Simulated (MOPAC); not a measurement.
Input file for MOPAC: PM3 on GaP, 2S+1 = 3, a point of a bond scan (R = 7.221 Å).

```
PM3 1SCF PRECISE CHARGE=0 UHF MS=1 THREADS=1
GaP

Ga    -0.00000000 1    -0.00000000 1    -0.73586092 1
P      0.00000000 1     0.00000000 1     6.48538753 1
```

It printed:

```
*******************************************************************************
 **                                                                           **
 **                              MOPAC v23.2.5                                **
 **                                                                           **
 *******************************************************************************
 ** MOPAC's Digital Object Identifier: https://doi.org/10.5281/zenodo.6511958 **
 **                                                                           **
 ** Please cite the open-source release paper for use of this MOPAC version:  **
 ** J. E. Moussa and J. J. P. Stewart (2026)                                  **
 ** MOPAC: An open-source semiempirical molecular orbital program             **
 ** J. Open Source Softw., 11(119), 8025, https://doi.org/10.21105/joss.08025 **
 *******************************************************************************

                              PM3 CALCULATION RESULTS

 *******************************************************************************
 *  PM3        - The PM3 Hamiltonian to be used
 *  UHF        - UNRESTRICTED HARTREE-FOCK CALCULATION
 *
 *
 *
 *                 CHARGE ON SYSTEM = 0
 *
 *
 *
 *  MS=        - IN MECI, MAGNETIC COMPONENT OF SPIN =  1.0
 *  PRECISE    - TIGHTER CRITERIA TO BE USED
 *  1SCF       - DO 1 SCF AND THEN STOP
 *  THREADS=1  - MULTI-THREADING NOT USED
 *  T=         - A TIME OF 172800.0 SECONDS REQUESTED
 *  DUMP=N     - RESTART FILE WRITTEN EVERY 7200.0 SECONDS REQUESTED
 *******************************************************************************
PM3 1SCF PRECISE CHARGE=0 UHF MS=1 THREADS=1
 GaP

   ATOM   CHEMICAL          X               Y               Z
  NUMBER   SYMBOL      (ANGSTROMS)     (ANGSTROMS)     (ANGSTROMS)

     1      Ga         -0.00000000  *  -0.00000000  *  -0.73586092  *
     2       P          0.00000000  *   0.00000000  *   6.48538753  *



          CARTESIAN COORDINATES

    NO.       ATOM           X           Y           Z

     1        Ga         -0.0000     -0.0000     -0.7359
     2         P          0.0000      0.0000      6.4854

  P: (PM3): J. J. P. STEWART, J. COMP. CHEM. 10, 209 (1989).
 Ga: (PM3): J. J. P. STEWART, J. COMP. CHEM. 12, 320-341 (1991).

           Empirical Formula: Ga P  =     2 atoms



      MOLECULAR POINT GROUP   :   C*v


          UHF CALCULATION, NO. OF ALPHA ELECTRONS =    5
                           NO. OF BETA  ELECTRONS =    3

 -------------------------------------------------------------------------------
 PM3 1SCF PRECISE CHARGE=0 UHF MS=1 THREADS=1
 GaP



     1SCF WAS SPECIFIED, SO BFGS WAS NOT USED
     SCF FIELD WAS ACHIEVED


                              PM3 CALCULATION
                                                       MOPAC v23.2.5 Linux




          FINAL HEAT OF FORMATION =        221.72341 KCAL/MOL =     927.69076 KJ/MOL


          COSMO AREA              =        116.22 SQUARE ANGSTROMS
          COSMO VOLUME            =         83.35 CUBIC ANGSTROMS

          IONIZATION POTENTIAL    =          8.195650 EV
          ALPHA SOMO LUMO (EV)    =         -8.196 -5.095
          BETA  SOMO LUMO (EV)    =         -8.482 -3.493
          NO. OF ALPHA ELECTRONS  =          5
          NO. OF BETA  ELECTRONS  =          3
          MOLECULAR WEIGHT        =        100.7088         POINT GROUP:  C*v

          MOLECULAR DIMENSIONS (Angstroms)

            Atom       Atom       Distance
            P     2   Ga     1     7.22125
            P     2   Ga     1     0.00000
           Ga     1    P     2     0.00000


          SCF CALCULATIONS        =          1





   ATOM   CHEMICAL          X               Y               Z
  NUMBER   SYMBOL      (ANGSTROMS)     (ANGSTROMS)     (ANGSTROMS)

     1      Ga         -0.00000000  *  -0.00000000  *  -0.73586092  *
     2       P          0.00000000  *   0.00000000  *   6.48538753  *

                             CARTESIAN COORDINATES

   1   Ga       -0.000000000    -0.000000000    -0.735860920
   2    P        0.000000000     0.000000000     6.485387530


           Empirical Formula: Ga P  =     2 atoms



      MOLECULAR POINT GROUP   :   C*v


          ALPHA EIGENVALUES
 -18.70323 -16.05851 -10.03217 -10.03068  -8.19565  -5.09500  -2.96538  -2.40891


           BETA EIGENVALUES
 -20.24930  -9.02802  -8.48203  -3.49295  -3.24437  -2.93529  -2.84193  -2.84055


              NET ATOMIC CHARGES AND DIPOLE CONTRIBUTIONS

  ATOM NO.   TYPE          CHARGE      No. of ELECS.   s-Pop       p-Pop
    1         Ga          -0.002645        3.0026     1.00000     2.00265
    2          P           0.002645        4.9974     1.99993     2.99743
 DIPOLE           X         Y         Z       TOTAL
 POINT-CHG.     0.000     0.000     0.092     0.092
 HYBRID        -0.000     0.000     0.007     0.007
 SUM           -0.000     0.000     0.099     0.099


          ATOMIC ORBITAL ELECTRON POPULATIONS

     Atom    s        px        py        pz
    1 Ga   1.00000   1.00000   1.00000   0.00265
    2  P   1.99993   1.00000   0.00000   1.99743


                    (SZ)    =    1.000000
                    (S**2)  =    3.001170


          ATOMIC ORBITAL SPIN POPULATIONS

    Atom   Total    s     px     py     pz
         Atomic
    1 Ga  3.0022  1.000  1.000  1.000  0.002
    2  P -1.0022 -0.000 -1.000  0.000 -0.002

 **********************
 *                    *
 * JOB ENDED NORMALLY *
 *                    *
 **********************




 == MOPAC DONE ==
```

The run finished. Its determinant has ⟨S²⟩ = 3.00, a mixture of spin states.

Cost: roughly 0.03 core-seconds.
